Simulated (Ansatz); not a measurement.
Species: C₃H₄N (charge 0, doublet). It need not be the lowest isomer of its formula. 
Coordinates optimised at B3LYP-D3(BJ)/def2-TZVP (Ansatz, a quantum-chemistry and plane-wave program):
SMILES: [C-]#[N+]C[CH2]
```xyz
8

C     -1.5958     0.1356    -0.0750
C     -0.3195    -0.4769    -0.5251
N      0.8153     0.0496     0.1537
C      1.7356     0.4869     0.7180
H     -1.6177     0.8171     0.7603
H     -2.5138    -0.1446    -0.5697
H     -0.3272    -1.5646    -0.3723
H     -0.1705    -0.3286    -1.6017
```
Charge 0, spin multiplicity 2.

Parts of the frozen-core correlation energy in cc-pVTZ (Ansatz, hartree). Frozen orbitals: 4; correlated occupied orbitals by spin: 11 and 10; virtual: 161 and 162. Open shells are spin-unrestricted. No spin-orbit coupling. No relativistic terms.

```tsv
term	value
reference (HF)	-170.35831
MP2 opposite-spin	-0.48557
MP2 same-spin	?
CCSD correlation	?
(T)	?
T1 diagnostic	0.014
largest doubles amplitude	0.034
<S^2> of the reference	0.764
```

Problem. Complete the blanks.

Solution. 
- MP2 same-spin, value: -0.15117
- CCSD correlation, value: -0.66706
- (T), value: -0.03030
